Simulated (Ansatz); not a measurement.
Ansatz (an electronic-structure program) was given this input:
Ansatz 0.2 input:
```yaml
crystal:
  periodic: [false, false, false]
  atoms:
    - {symbol: C, position_ang: [0.00000000, 0.00000000, 0.00000000]}
    - {symbol: H, position_ang: [-0.85703434, -0.14794203, -0.69179741]}
    - {symbol: H, position_ang: [0.19787981, 1.08062454, -0.16754862]}
    - {symbol: H, position_ang: [-0.37963998, -0.53941635, 0.89436114]}
    - {symbol: H, position_ang: [1.03879451, -0.39326616, -0.03501511]}
basis:
  gaussian:
    orbitals: 6-311G__.json
total_charge: 1
magnetization: {spin_polarized: true, initial_magnetization: 1}
correlation: {method: rpa}
```
The basis file holds 6-311G** in the JSON format of the Basis Set Exchange.

Question: What is the computed SCF-reference <S^2> (RPA/6-311G** run with Ansatz)?

Answer: 0.759

Question: Estimate the number of basis functions that RPA/6-311G** returns for this input.

Answer: 42

Question: Give the total energy at the level RPA/6-311G**.

Answer: -79.915092 Ry
